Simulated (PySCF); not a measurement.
F2S, SMILES FSF.

Geometry optimised at PBE-D3(BJ)/def2-TZVP.

Calculation: PySCF 2.14.0 with PBE-D3(BJ)/def2-TZVP.

Frequencies are harmonic and unscaled.

```tsv
mode	ν (cm⁻¹)	IR (km/mol)	moving atoms (share of kinetic energy)
1	325	3.0	F 83 %, S 17 %
2	770	139.5	F 59 %, S 41 %
3	796	64.7	F 63 %, S 37 %
```
